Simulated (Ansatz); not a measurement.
Basis-set extrapolation for H₆O₄SSi₂, SMILES `O[SiH2]S[Si](O)(O)O` (PBE0-D4/def2-TZVP geometry, frozen core, Ansatz 0.2.0). Multiplicity 1, RHF reference.

|  | def2-TZVPP | def2-QZVPP |
| --- | --- | --- |
| HF | -1278.808851 | -1278.853399 |
| MP2 correlation | -1.374241 | -1.489695 |
| CCSD(T) correlation | -1.465034 | not run |

Energies in hartree. Use E(X) = E(∞) + A·exp(−7.88·√X) for Hartree–Fock and E(X) = E(∞) + B·X^(−2.97) for correlation, with X = 3 and 4, and add CCSD(T) minus MP2 of the smaller set to the MP2 limit.

**Question.** What is the CCSD(T) energy at the basis-set limit?

**Answer.** HF limit: -1278.853399 + (-0.044548) × 0.13774 = -1278.85954. MP2 limit: -1.489695 + (-0.115454) × 0.74074 = -1.57522. Higher-order term: -1.465034 − (-1.374241) = -0.09079. Total: -1280.52555 hartree, 660.7 kJ/mol below CCSD(T)/def2-TZVPP.
